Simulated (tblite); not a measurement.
Compound: C₇H₁₃As.
Z-matrix (Å and degrees, GFN2-xTB geometry), rows numbered from 1:
```
C 
C   1  1.3212
C   2  1.4944  1  123.70
C   3  1.5329  2  109.91  1  -100.87
C   4  1.5294  3  112.14  2  -176.04
C   5  1.5233  4  108.22  3  -159.07
C   6  1.5229  5  106.82  4    54.13
As  7  1.9847  6  106.19  5   -44.59
H   1  1.0802  2  121.25  3    -3.14
H   1  1.0768  2  122.25  3   178.26
H   2  1.0829  1  120.42  3  -177.07
H   3  1.0944  2  109.80  1    19.18
H   3  1.0947  2  110.09  1   138.41
H   4  1.0959  3  108.64  2   -55.09
H   5  1.0931  4  111.16  3    78.35
H   5  1.0950  4  109.31  3   -40.63
H   6  1.0940  5  109.20  4   -64.57
H   6  1.0933  5  111.23  4   176.31
H   7  1.0952  6  109.90  5    72.59
H   7  1.0912  6  112.36  5  -167.71
H   8  1.5142  4   93.75  3  -134.45
```

Computed values, GFN2-xTB/tblite, gas phase, harmonic and unscaled. This tight-binding method is rough: wavenumbers can miss measured ones by several per cent, in bad cases by 10 to 20. Modes of hydrogen on arsenic can be 10 to 20 % off. One conformer, not necessarily the lowest.

Harmonic wavenumbers (cm⁻¹): 53.9, 74.8, 84.7, 167.1, 247.2, 270.5, 337.2, 390.4, 445.1, 489.2, 535.0, 562.1, 655.3, 672.2, 746.8, 822.0, 884.0, 894.4, 914.2, 938.0, 972.1, 978.8, 1010.3, 1028.6, 1060.3, 1072.0, 1087.2, 1106.6, 1146.6, 1187.8, 1206.4, 1243.9, 1255.0, 1258.2, 1286.9, 1315.9, 1326.4, 1335.9, 1406.6, 1458.6, 1478.0, 1487.8, 1497.3, 1708.6, 1849.6, 2899.5, 2918.0, 2932.7, 2934.3, 2944.2, 2948.0, 2953.9, 2962.5, 2967.2, 3046.6, 3070.0, 3118.7.

A = 2360, B = 1103, C = 806.2 MHz; mass 172.023 u (most abundant isotopes); point group C1, symmetry number 1.

Problem. What is the zero-point energy?

Solution. Half the sum of the wavenumbers: 38823 cm⁻¹ = 111.00 kcal/mol.

Problem. What is S at 298.15 K and 1 bar for an ideal gas of classical rigid rotors and harmonic oscillators?

Solution. Translation 41.36, rotation 29.42, vibration 25.85: S = 96.6 cal/(mol K).

Problem. And Cp and H(298.15 K) − H(0)?

Solution. Cp = 37.30 cal/(mol K), of which vibrations give 29.35 (their classical limit is 57 R = 113.3); H(298.15 K) − H(0) = 6.50 kcal/mol without the zero-point energy, 4.13 from vibrations.

Problem. How do the functions run with temperature in this model?

Solution. 
```json
{"T (K)": "150", "S (cal/(mol K))": "77.3", "Cp (cal/(mol K))": "21.4", "H − H(0) (kcal/mol)": "2.20", "G − H(0) (kcal/mol)": "-9.40", "ln q(vib)": "2.67"}
{"T (K)": "250", "S (cal/(mol K))": "90.6", "Cp (cal/(mol K))": "31.7", "H − H(0) (kcal/mol)": "4.84", "G − H(0) (kcal/mol)": "-17.81", "ln q(vib)": "4.93"}
{"T (K)": "400", "S (cal/(mol K))": "109.3", "Cp (cal/(mol K))": "49.0", "H − H(0) (kcal/mol)": "10.90", "G − H(0) (kcal/mol)": "-32.80", "ln q(vib)": "8.47"}
{"T (K)": "600", "S (cal/(mol K))": "132.9", "Cp (cal/(mol K))": "67.5", "H − H(0) (kcal/mol)": "22.67", "G − H(0) (kcal/mol)": "-57.05", "ln q(vib)": "13.43"}
{"T (K)": "900", "S (cal/(mol K))": "163.9", "Cp (cal/(mol K))": "85.3", "H − H(0) (kcal/mol)": "45.82", "G − H(0) (kcal/mol)": "-101.70", "ln q(vib)": "20.83"}
```

q(vib) and H(0) count from the zero-point level.

Problem. What must be added to the electronic energy to get the Gibbs energy at 298.15 K and 1 bar?

Solution. ZPE + [H(298.15 K) − H(0)] − T·S = 111.00 + 6.50 − 28.81 = 88.69 kcal/mol.

Problem. Blend soft modes into free rotors: weight 1/[1 + (100 cm⁻¹/ν̃)⁴] for the oscillator and the rest for a rotor with moment μB/(μ + B), μ = h/(8π²ν), B = 10⁻⁴⁴ kg m². What vibrational entropy results?

Solution. 23.58 cal/(mol K) in place of 25.85, which changes −T·S at 298.15 K by +0.68 kcal/mol.

Problem. Which modes carry the vibrational entropy at 298.15 K?

Solution. 53.9 cm⁻¹: 4.67; 74.8 cm⁻¹: 4.02; 84.7 cm⁻¹: 3.78; 167.1 cm⁻¹: 2.47; 247.2 cm⁻¹: 1.75; 270.5 cm⁻¹: 1.59 cal/(mol K); the other 51 give 7.57 together.

Hindered rotation and anharmonicity are outside this model. Other conformers, if any are populated, would add a mixing term that is left out. The structure is chiral; the term R ln 2 for an equal mix with its mirror image is left out.
